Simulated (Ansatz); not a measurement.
Basis-set series for C2H7GaOZn (`CO[CH2][GaH][ZnH]`). Charge 0, multiplicity 1. The structure was optimised at the PBE0-D4/def2-TZVP level. It is one conformer, not always the lowest.

```tsv
functional	basis	functions	energy (Eh)	HOMO (eV)	LUMO (eV)
PBE0-D4	def2-SVP	140	-3858.55371	-6.09	-1.96
PBE0-D4	def2-TZVPP	303	-3859.23638	-6.22	-2.16
ωB97M-V	def2-SVP	140	-3858.94591	-8.15	-0.20
ωB97M-V	def2-TZVPP	303	-3859.63442	-8.29	-0.52
```

(1) Give the rows for def2-QZVPP. (Best estimate.)

## Answers

(1) Ansatz gave: 
| functional | basis | functions | energy (Eh) | HOMO (eV) | LUMO (eV) |
| --- | --- | --- | --- | --- | --- |
| PBE0-D4 | def2-QZVPP | 570 | -3859.33129 | -6.24 | -2.18 |
| ωB97M-V | def2-QZVPP | 570 | -3859.72718 | -8.31 | -0.62 |

Scalar relativity is left out up to krypton.
